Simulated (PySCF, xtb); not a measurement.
Ga(Cl)(Me)(NH2) (CH5ClGaN), SMILES [CH3][Ga]([NH2])[Cl].

GFN2-xTB (xtb 6.7.1) at its own geometry gives an orbital gap of 3.99 eV and a dipole moment of 2.75 D.

Geometry optimised at PBE0-D3(BJ)/def2-SVP. The structure was generated by enumeration; whether it is a known compound was not checked. One conformer was computed; it need not be the lowest.

Task: What does M06-2X/def2-TZVP (PySCF) give? (The exact figures need the calculation; the answer reports its results.)

Result: gap 9.34 eV (levels -8.97 and 0.37 eV), dipole 2.91 D.
